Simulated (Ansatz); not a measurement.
Calculated with Ansatz (gas phase, PBE0-D4/def2-TZVP geometries, no zero-point term in ΔE). CCSD(T)/CBS adds triple-zeta CCSD(T) − MP2 to the extrapolated MP2 energy (def2 sets, frozen cores). This one scheme is used for every species. DFT in def2-TZVPP. For Br, K outer-core shells are correlated without core-valence functions, which leaves a few kJ/mol of doubt a bond. Scalar relativity is left out up to krypton.

Reaction (ligand exchange at a K–Br bond): `[K][Br]` + HCl → `[Cl][K]` + HBr

```
        level  ΔE (kJ/mol)
      r2SCANh         24.7
HF/def2-QZVPP         29.0
```

(1) What does CCSD(T)/CBS give? (Estimate.)

Largest T1 diagnostic among the species: 0.006.

Answers

(1) Ansatz gave: +20.4 kJ/mol. The listed levels differ from it by 4.3, 8.6 kJ/mol.

In def2-TZVPP, CCSD(T) changes the Hartree–Fock value by −4.7 kJ/mol (the triples alone add −0.2 kJ/mol) and MP2 by −4.6 kJ/mol. Leaving LDA and LC-ωPBE aside and taking each functional with its dispersion term where it has one, the values, not all of them listed here, spread over 8.6 kJ/mol, from B97M-V to PBE-QIDH. From BLYP to BHLYP (50 % exact exchange), in def2-TZVPP and without D4, ΔE moves by +6.3 kJ/mol.
